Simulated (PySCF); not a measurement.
Molecule: `O([Si](OC)(C)C)C`, C$_{4}$H$_{12}$O$_{2}$Si.

Atoms are numbered as in `[CH3:1][O:2][Si:3]([CH3:4])([CH3:5])[O:6][CH3:7]`. Each H is labelled by its parent atom.

Geometry PBE0-D3(BJ)/def2-SVP throughout; GIAO in PySCF 2.14.0 with density-fitted response routines, gas phase, one conformer, non-relativistic; equivalent atoms averaged; functional PBE0.

**Question.** How do the absolute shieldings σ depend on the basis set? (ppm; last column core-seconds on shared hosts with different chips, so compare them loosely)

**Answer.** 
```
    basis set  functions  C1/C7  C4/C5  O2/O6    Si3  H(C1)/H(C7)  H(C4)/H(C5)  core-s
       STO-3G         51  188.6  238.4  426.8  509.8        30.97        32.54     6.8
     pcSseg-0         91  140.3  198.0  335.3  336.2        29.02        32.87     8.5
        6-31G         91  151.5  202.6  320.5  416.4        28.93        32.51      15
       6-31G*        126  145.6  197.1  309.5  410.0        28.44        32.02      21
      cc-pVDZ        162  148.5  200.5  313.9  416.5        27.84        31.34      20
     def2-SVP        162  146.1  198.1  314.2  413.1        27.99        31.39      18
     pcSseg-1        186  133.7  189.1  306.2  347.6        27.74        31.26      27
6-311+G(2d,p)        269  136.9  191.0  299.1  339.3        27.99        31.46      75
  aug-cc-pVDZ        273  147.0  200.0  312.2  401.4        27.80        31.27      45
    def2-TZVP        295  136.3  191.4  298.4  330.0        27.99        31.44      49
```

**Question.** Which nucleus moves most, in ppm?

**Answer.** Si3 (silicon bonded to 2 C, 2 O): from 330.0 ppm with def2-TZVP to 509.8 ppm with STO-3G. The smallest spread is 1.61 ppm, at H(C4)/H(C5). Proton shifts span only some 12 ppm, so a few tenths of a ppm matter as much there as several ppm in carbon.

**Question.** Taking the largest basis, def2-TZVP (295 functions), as the yardstick, rank the others by their worst heavy-atom deviation.

**Answer.** 6-311+G(2d,p) 9.3 ppm (269 functions), pcSseg-1 17.6 ppm (186 functions), pcSseg-0 36.9 ppm (91 functions), aug-cc-pVDZ 71.4 ppm (273 functions), 6-31G* 80.0 ppm (126 functions), def2-SVP 83.1 ppm (162 functions), 6-31G 86.4 ppm (91 functions), cc-pVDZ 86.5 ppm (162 functions), STO-3G 179.8 ppm (51 functions).

A small basis that lands close on one nucleus may do so by chance; judge by the trend and by all nuclei.
